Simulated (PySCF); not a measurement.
C4H4, SMILES C1=CC=C1. The structure is a stationary point at PBE-D3(BJ)/def2-SVP.

Task: Give the equilibrium geometry at PBE-D3(BJ)/def2-SVP (PySCF confirms it by a frequency run) as Cartesian coordinates in Å, and its point group. (Estimate from the structure and the level; the computed values follow.)

Result: point group D2h.
```xyz
8

C      0.0000     0.6735     0.7902
C      0.0000     0.6735    -0.7902
C      0.0000    -0.6735     0.7902
C      0.0000    -0.6735    -0.7902
H      0.0000     1.4530     1.5649
H      0.0000     1.4530    -1.5649
H      0.0000    -1.4530     1.5649
H      0.0000    -1.4530    -1.5649
```
Charge 0, spin multiplicity 1.
